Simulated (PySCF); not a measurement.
**Excitation energy of C+ by level of theory**

C+ [He] 2s2 2p1 (2P) → C+ [He] 2s1 2p1 3d1 (high-spin determinant), as a difference of total energies. Computed with PySCF 2.14 in aug-cc-pVTZ with one added diffuse shell each of s, p, d, f type (6s5p4d3f, 62 functions), with the non-relativistic Hamiltonian (point nucleus). Correlated levels: valence: 1s2 frozen. The calculations carry no spin-orbit coupling.

```csv
method,excitation energy (cm⁻¹)
UHF,181270
MP2 (valence),190990
SCS-MP2 (valence),193560
CCSD (valence),195240
CCSD(T) (valence),195440
```

The promoted electron is Rydberg-like, and one or two diffuse shells describe it only roughly, which tends to raise the upper state.

The determinant of the upper state mixes LS terms, which raises its energy above the lowest term, most at the Hartree-Fock and MP2 levels.
